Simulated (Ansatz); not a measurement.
C2HN, SMILES `[C-]#[N+][CH]` (lower triplet) (charge 0, multiplicity 3). This triplet lies 0.12 eV below the relaxed singlet at the level B3LYP/cc-pVTZ // PBE0-D3(BJ)/def2-TZVP (Ansatz, an electronic-structure program).

All values below come from frozen-core fic-MRCISD+Q@CASSCF(2e,2o)/cc-pVTZ // PBE0-D3(BJ)/def2-TZVP in Ansatz.

Ansatz 0.2 input:
```yaml
crystal:
  periodic: [false, false, false]
  atoms:
    - { symbol: C, position_ang: [1.734711, -0.06847, -0.144565] }
    - { symbol: N, position_ang: [0.545053, 0.053039, -0.027508] }
    - { symbol: C, position_ang: [-0.693166, 0.307385, 0.125334] }
    - { symbol: H, position_ang: [-1.586598, -0.291952, 0.046738] }
basis:
  gaussian: { orbitals: cc-pVTZ }
correlation:
  method: fic_mrcisd_q
  active_space: { window: { electrons: 2, orbitals: 2 } }
magnetization:
  spin_polarized: false
  initial_magnetization: 2
```

Output:

```
Functional definition: HF
612 factors; integrals over basis functions are off by at most 1.2e-3 eV
mean field evaluation 1: about -3553.6458 eV, gradient 1.8e1 eV
mean field evaluation 2: about -3553.6501 eV, gradient 1.8e1 eV
mean field evaluation 4: about -3555.1996 eV, gradient 5.7e0 eV
mean field evaluation 8: about -3555.4782 eV, gradient 4.4e-1 eV
mean field -3555.48063672 eV, -130.6615034083 hartree, gradient 9.0e-6 eV, S^2 2.000000; 0 other end points of the search recorded, 0 dependent functions left out
reference -3555.48063672 eV, -130.6615034083 hartree; 11, 9 occupied and 93, 95 virtual orbitals, 612 factors
state -3555.48063672 eV, -130.6615034083 hartree
contracted CI cycle   1: correlation 0.00000000 eV, 0.0000000000 hartree, residual 3.69e1 eV
contracted CI cycle   2: correlation -10.83732241 eV, -0.3982642529 hartree, residual 5.79e0 eV
contracted CI cycle   3: correlation -11.21045594 eV, -0.4119766571 hartree, residual 1.38e0 eV
contracted CI cycle   4: correlation -11.23286647 eV, -0.4128002288 hartree, residual 4.10e-1 eV
contracted CI cycle   5: correlation -11.23523146 eV, -0.4128871406 hartree, residual 1.41e-1 eV
contracted CI cycle   6: correlation -11.23548014 eV, -0.4128962793 hartree, residual 4.43e-2 eV
contracted CI cycle   7: correlation -11.23550423 eV, -0.4128971647 hartree, residual 1.28e-2 eV
contracted CI cycle   8: correlation -11.23550619 eV, -0.4128972368 hartree, residual 4.04e-3 eV
contracted CI cycle   9: correlation -11.23550640 eV, -0.4128972446 hartree, residual 1.40e-3 eV
contracted CI cycle  10: correlation -11.23550643 eV, -0.4128972454 hartree, residual 4.10e-4 eV
state -3555.48063672 eV, -130.6615034083 hartree; corrected -3568.21418296 eV, -131.1294526012 hartree
Total energy: -3568.21418296 eV, -131.1294526012 hartree
```
